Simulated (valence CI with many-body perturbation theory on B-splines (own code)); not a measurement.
# E1 transitions of Sb XXXIX

Method: relativistic CI+MBPT: three valence electrons over a frozen Dirac-Fock core [Ne], a basis of 11 s, 11 p, 9 d, 7 f, 5 g, 2 h, 1 i functions for each j, with the one-electron correlation potential Σ1, the two-electron term Σ2, the three-electron term Σ3, Breit, model QED; selected CI, second order for the rest (own B-spline code, finite nucleus).

The last digits are not significant, and no measured levels were compared; by estimate large intervals hold to a few tenths of a per cent, small ones and those within an open d or f shell to about a per cent.

Lines 201 to 250 of 264 in falling wavelength, among levels below 522.08 eV, chosen from the strongest by gf and those to the six lowest levels. Wavelengths and rates use the calculated energies. Electric multipoles are in the length gauge, E1 and E2 with the static RPA response of the core. Weak lines are less certain than strong ones. Lines between different terms over intervals too small for the method are left out, as are lines whose strength nearly cancels. The highest levels of a list are the least certain.

Levels are named by their leading jj configuration (3d3/2^4 stands for four electrons in 3d with j = 3/2), which in mixed levels can hold well under half, so a name can repeat and another be missing. Letters in brackets count levels of one name in rising energy.

| λ vac (nm) | Upper | Lower | A (s⁻¹) | S (a.u.) |
| --- | --- | --- | --- | --- |
| 5.824 | (3p1/2 3p3/2^2) J=3/2 [a] | (3s 3p1/2^2) J=1/2 | 5.33e+10 | 2.08e-02 |
| 5.819 | (3s 3d5/2^2) J=9/2 | (3s 3p1/2 3d5/2) J=7/2 | 1.80e+10 | 1.75e-02 |
| 5.819 | (3s 3p3/2 3d5/2) J=5/2 [a] | (3s 3p1/2 3p3/2) J=5/2 | 1.04e+10 | 6.09e-03 |
| 5.807 | (3s 3d3/2^2) J=3/2 | (3s 3p1/2 3d3/2) J=3/2 [a] | 1.33e+11 | 5.14e-02 |
| 5.790 | (3s 3p3/2 3d3/2) J=5/2 [b] | (3s 3p1/2 3p3/2) J=3/2 [b] | 1.17e+11 | 6.74e-02 |
| 5.750 | (3s 3p3/2 3d3/2) J=1/2 [b] | (3s 3p1/2 3p3/2) J=3/2 [b] | 5.91e+07 | 1.11e-05 |
| 5.645 | (3s 3p3/2 3d3/2) J=3/2 [b] | (3s 3p1/2 3p3/2) J=5/2 | 4.55e+08 | 1.62e-04 |
| 5.624 | (3s 3p3/2 3d5/2) J=3/2 [a] | (3s 3p1/2 3p3/2) J=3/2 [a] | 4.70e+08 | 1.65e-04 |
| 5.608 | (3p1/2 3p3/2 3d5/2) J=5/2 [b] | (3p1/2^2 3p3/2) J=3/2 | 3.50e+10 | 1.83e-02 |
| 5.571 | (3s 3p3/2 3d5/2) J=7/2 [a] | (3s 3p1/2 3p3/2) J=5/2 | 4.88e+10 | 3.33e-02 |
| 5.555 | (3s 3p3/2 3d5/2) J=5/2 [a] | (3s 3p1/2 3p3/2) J=3/2 [a] | 1.25e+09 | 6.34e-04 |
| 5.551 | (3s 3d3/2 3d5/2) J=5/2 [a] | (3s 3p1/2 3d3/2) J=5/2 | 2.71e+10 | 1.37e-02 |
| 5.493 | (3s 3p3/2 3d5/2) J=1/2 | (3s 3p1/2 3p3/2) J=3/2 [b] | 1.48e+10 | 2.42e-03 |
| 5.425 | (3s 3p3/2 3d3/2) J=5/2 [b] | (3s 3p1/2 3p3/2) J=5/2 | 4.04e+09 | 1.91e-03 |
| 5.396 | (3s 3p3/2 3d3/2) J=3/2 [b] | (3s 3p1/2 3p3/2) J=3/2 [a] | 3.27e+09 | 1.01e-03 |
| 5.371 | (3s 3p3/2 3d5/2) J=3/2 [b] | (3s 3p1/2 3p3/2) J=3/2 [b] | 6.10e+07 | 1.87e-05 |
| 5.334 | (3s 3p3/2 3d5/2) J=5/2 [b] | (3s 3p1/2 3p3/2) J=3/2 [b] | 3.18e+09 | 1.43e-03 |
| 5.320 | (3s 3p3/2 3d5/2) J=7/2 [b] | (3s 3p1/2 3p3/2) J=5/2 | 2.38e+09 | 1.42e-03 |
| 5.237 | (3s 3p3/2^2) J=1/2 | (3s^2 3p1/2) J=1/2 | 4.26e+09 | 6.04e-04 |
| 5.194 | (3s 3p3/2 3d3/2) J=5/2 [b] | (3s 3p1/2 3p3/2) J=3/2 [a] | 3.43e+07 | 1.42e-05 |
| 5.169 | (3p1/2 3p3/2^2) J=1/2 | (3s 3p1/2^2) J=1/2 | 2.48e+09 | 3.39e-04 |
| 5.162 | (3s 3p3/2 3d3/2) J=1/2 [b] | (3s 3p1/2 3p3/2) J=3/2 [a] | 8.17e+06 | 1.11e-06 |
| 5.145 | (3p1/2 3p3/2^2) J=3/2 [b] | (3s 3p1/2^2) J=1/2 | 2.17e+10 | 5.84e-03 |
| 5.131 | (3s 3p3/2^2) J=3/2 | (3s^2 3p1/2) J=1/2 | 7.24e+08 | 1.93e-04 |
| 5.055 | (3s 3p3/2 3d5/2) J=3/2 [b] | (3s 3p1/2 3p3/2) J=5/2 | 3.53e+09 | 9.00e-04 |
| 5.028 | (3p3/2^3) J=3/2 | (3s 3p1/2 3p3/2) J=3/2 [b] | 2.09e+09 | 5.26e-04 |
| 5.022 | (3s 3p3/2 3d5/2) J=5/2 [b] | (3s 3p1/2 3p3/2) J=5/2 | 5.38e+09 | 2.02e-03 |
| 4.954 | (3s 3p3/2 3d5/2) J=1/2 | (3s 3p1/2 3p3/2) J=3/2 [a] | 5.65e+08 | 6.78e-05 |
| 4.869 | (3s 3p3/2 3d3/2) J=3/2 [a] | (3s 3p1/2^2) J=1/2 | 1.51e+09 | 3.45e-04 |
| 4.857 | (3s 3p3/2 3d3/2) J=1/2 [a] | (3s 3p1/2^2) J=1/2 | 2.47e+08 | 2.79e-05 |
| 4.855 | (3s 3p3/2 3d5/2) J=3/2 [b] | (3s 3p1/2 3p3/2) J=3/2 [a] | 8.50e+08 | 1.92e-04 |
| 4.824 | (3s 3p3/2 3d5/2) J=5/2 [b] | (3s 3p1/2 3p3/2) J=3/2 [a] | 3.12e+09 | 1.04e-03 |
| 4.750 | (3p3/2^3) J=3/2 | (3s 3p1/2 3p3/2) J=5/2 | 1.55e+09 | 3.29e-04 |
| 4.622 | (3s 3p3/2 3d5/2) J=3/2 [a] | (3s 3p1/2^2) J=1/2 | 1.56e+09 | 3.05e-04 |
| 4.573 | (3p3/2^3) J=3/2 | (3s 3p1/2 3p3/2) J=3/2 [a] | 2.89e+08 | 5.46e-05 |
| 4.468 | (3s 3p3/2 3d3/2) J=3/2 [b] | (3s 3p1/2^2) J=1/2 | 7.71e+06 | 1.36e-06 |
| 4.306 | (3s 3p3/2 3d3/2) J=1/2 [b] | (3s 3p1/2^2) J=1/2 | 6.30e+08 | 4.97e-05 |
| 4.160 | (3s 3p3/2 3d5/2) J=1/2 | (3s 3p1/2^2) J=1/2 | 2.00e+09 | 1.42e-04 |
| 4.090 | (3s 3p3/2 3d5/2) J=3/2 [b] | (3s 3p1/2^2) J=1/2 | 4.62e+08 | 6.24e-05 |
| 3.888 | (3p3/2^3) J=3/2 | (3s 3p1/2^2) J=1/2 | 1.55e+08 | 1.80e-05 |
| 3.781 | (3p1/2^2 3d3/2) J=3/2 | (3s^2 3p3/2) J=3/2 | 2.88e+07 | 3.08e-06 |
| 3.565 | (3p1/2^2 3d5/2) J=5/2 | (3s^2 3p3/2) J=3/2 | 1.37e+07 | 1.83e-06 |
| 3.255 | (3p1/2 3p3/2 3d3/2) J=3/2 [a] | (3s^2 3p3/2) J=3/2 | 1.35e+07 | 9.22e-07 |
| 3.116 | (3p1/2 3p3/2 3d3/2) J=3/2 [b] | (3s^2 3p3/2) J=3/2 | 8.11e+07 | 4.85e-06 |
| 3.081 | (3p1/2 3p3/2 3d3/2) J=1/2 [b] | (3s^2 3p3/2) J=3/2 | 8.44e+07 | 2.44e-06 |
| 3.068 | (3p1/2 3p3/2 3d5/2) J=5/2 [a] | (3s^2 3p3/2) J=3/2 | 4.42e+07 | 3.78e-06 |
| 2.948 | (3p1/2 3p3/2 3d5/2) J=3/2 [b] | (3s^2 3p3/2) J=3/2 | 1.50e+07 | 7.57e-07 |
| 2.947 | (3p1/2 3p3/2 3d5/2) J=1/2 | (3s^2 3p3/2) J=3/2 | 2.09e+07 | 5.29e-07 |
| 2.923 | (3s 3d3/2^2) J=3/2 | (3s^2 3p3/2) J=3/2 | 1.94e+07 | 9.56e-07 |
| 2.902 | (3s 3d3/2^2) J=5/2 | (3s^2 3p3/2) J=3/2 | 1.52e+07 | 1.10e-06 |
